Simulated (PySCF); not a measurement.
C2H4F2, SMILES FCCF. Atoms are numbered in the order given.

```xyz
8

F     -1.4521    -0.1686    -0.5464
C     -0.6900     0.3070     0.5047
C      0.6900    -0.3070     0.5047
F      1.4521     0.1686    -0.5464
H     -1.1963     0.0606     1.4671
H     -0.6078     1.4145     0.4219
H      1.1963    -0.0606     1.4671
H      0.6078    -1.4145     0.4219
```

Geometry optimised at PBE-D3(BJ)/def2-SVP. Other conformers were not sampled.

These are PBE/pcJ-1 (PySCF) values and carry that method's errors.

Isotropic couplings with Fermi-contact, spin-dipole and both spin-orbit terms, one fixed conformer, no vibrational averaging. Isotopes: 13C, 19F, 1H.

Task: Estimate the spin–spin coupling constants. (Estimate from the structure and the level; the computed values follow.)

Result: 
```csv
pair,bonds apart,J (Hz)
F1–C2,1,-273.6
C2–C3,1,36.7
C2–H5,1,137.6
C2–H6,1,143.8
C3–F4,1,-273.6
C3–H7,1,137.6
C3–H8,1,143.8
F1–C3,2,15.1
F1–H5,2,46.9
F1–H6,2,52.3
C2–F4,2,15.1
C2–H7,2,8.5
C2–H8,2,-5.0
C3–H5,2,8.5
C3–H6,2,-5.0
F4–H7,2,46.9
F4–H8,2,52.3
H5–H6,2,-11.0
H7–H8,2,-11.0
F1–F4,3,-10.2
F1–H7,3,41.3
F1–H8,3,21.2
F4–H5,3,41.3
F4–H6,3,21.2
H5–H7,3,1.1
H5–H8,3,0.9
H6–H7,3,0.9
H6–H8,3,10.3
```
